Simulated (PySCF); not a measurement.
3-silyloxypropanenitrile (C3H7NOSi), SMILES N#CCCO[SiH3]. Heavy atoms are numbered as in [N:1]#[C:2][CH2:3][CH2:4][O:5][SiH3:6]. Hydrogens are named by the atom that carries them.

Geometry optimised at B3LYP-D3(BJ)/def2-SVP. One conformer was computed; it need not be the lowest.

Computed with PBE/pcSseg-1 in PySCF.

GIAO shieldings, no solvent; atoms alike by connectivity are averaged. δ = σ(ref) − σ: ¹⁵N against NH3 (σ = 267.0 ppm); ¹³C against TMS (σ = 182.0 ppm); ¹⁷O against H2O (σ = 334.3 ppm); ²⁹Si against TMS (σ = 335.4 ppm); ¹H against TMS (σ = 31.49 ppm), references at their B3LYP-D3(BJ)/def2-TZVP geometries, non-relativistic.

| nucleus | atoms | count | δ (ppm) |
|---|---|---|---|
| ¹⁵N | N1 | 1 | 307.4 |
| ¹³C | C2 | 1 | 118.5 |
| ¹³C | C4 (CH2) | 1 | 70.7 |
| ¹³C | C3 (CH2) | 1 | 25.5 |
| ¹⁷O | O5 | 1 | 35.3 |
| ²⁹Si | Si6 (SiH3) | 1 | -28.7 |
| ¹H | H on Si6 | 3 | 5.31 |
| ¹H | H on C4 | 2 | 4.13 |
| ¹H | H on C3 | 2 | 2.71 |
